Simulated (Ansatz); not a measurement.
Two structures of Si₂NH₉O, closed shell, reached by relaxing down either side of one saddle point (PBE0-D4/def2-TZVP). Energies are electronic, without zero-point energy. Program: Ansatz 0.2.0. Basis: def2-TZVPP and def2-QZVPP. Cores are frozen in the correlated methods. Extrapolation: Hartree–Fock as exp(−7.88 √X), correlation as X^−2.97. First:

```
13
angstrom
Si -1.1695 -0.0191 -0.3109
Si 0.3206 -0.5058 1.4298
H -1.2178 1.4246 -0.6415
H -0.8374 -0.8238 -1.5217
O -2.7394 -0.3436 0.1415
H 2.0953 0.0053 -1.2980
N 1.4194 0.7435 -1.1443
H 0.9753 0.7272 1.9516
H -0.3638 -1.1596 2.5863
H 1.3967 -1.4368 0.9848
H -2.9184 -1.2086 0.5115
H 1.1534 1.1095 -2.0503
H 1.8855 1.4872 -0.6387
```

Second:

```csv
atom,x (Å),y (Å),z (Å)
Si1,-1.0425,0.3043,-1.3159
Si2,1.1840,-1.1720,1.6608
H3,-1.8016,0.3442,-2.5846
H4,-0.3858,-1.0111,-1.0817
O5,-2.2111,0.5660,-0.1826
H6,2.0407,-0.5079,0.6454
N7,0.2427,1.4237,-1.3754
H8,1.9238,-1.2581,2.9450
H9,-0.0420,-0.3571,1.8676
H10,0.8088,-2.5288,1.1973
H11,-1.9387,0.5388,0.7362
H12,1.1022,1.2703,-0.8765
H13,0.1195,2.3876,-1.6354
```

Task: Which bonds change from the first to the second?

Result: Si₂H₆O ([OH][SiH2][SiH3]) + NH₃ → SiNH₅O ([NH2][SiH2][OH]) + SiH₄; bonds formed: Si1–N7, Si2–H6; bonds broken: Si1–Si2, H6–N7.

Task: Give the saddle point's structure and its height above each. (Judge from chemistry; the value comes from the calculation.)

Result: Computed: 151.1 kJ/mol above the first and 211.9 kJ/mol above the second (CCSD(T) at an estimated basis limit (MP2 extrapolated from triple and quadruple zeta, plus CCSD(T) − MP2 in triple zeta)).
| atom | x (Å) | y (Å) | z (Å) |
| --- | --- | --- | --- |
| Si1 | -0.8624 | 0.0704 | -1.0162 |
| Si2 | 0.7006 | -0.9645 | 1.4160 |
| H3 | -1.5178 | 0.7040 | -2.1952 |
| H4 | -0.4918 | -1.2995 | -1.4150 |
| O5 | -1.9071 | 0.4377 | 0.1765 |
| H6 | 1.2127 | 0.5877 | -0.2890 |
| N7 | 0.6976 | 1.1271 | -1.0443 |
| H8 | 1.6637 | -0.5156 | 2.4847 |
| H9 | -0.5785 | -1.0415 | 2.2404 |
| H10 | 1.0281 | -2.4235 | 1.2573 |
| H11 | -1.6358 | 0.0645 | 1.0295 |
| H12 | 1.1770 | 1.1850 | -1.9420 |
| H13 | 0.5138 | 2.0683 | -0.7027 |

No T1 diagnostic of these runs exceeds 0.013.

Labels in which every atom is bracketed show which atoms are joined, not bond orders.

For scale, one of the runs: CCSD(T)/def2-TZVPP, 272 basis functions, launched by `ansatz run in.yaml --threads 8 --pin off --events-out ev --progress --plain --max-ram 19148MiB`. Hardware: 8 CPU threads of an Intel Xeon Platinum 8488C, shared host. Wall time 46 s; peak host memory 6.9 GiB.
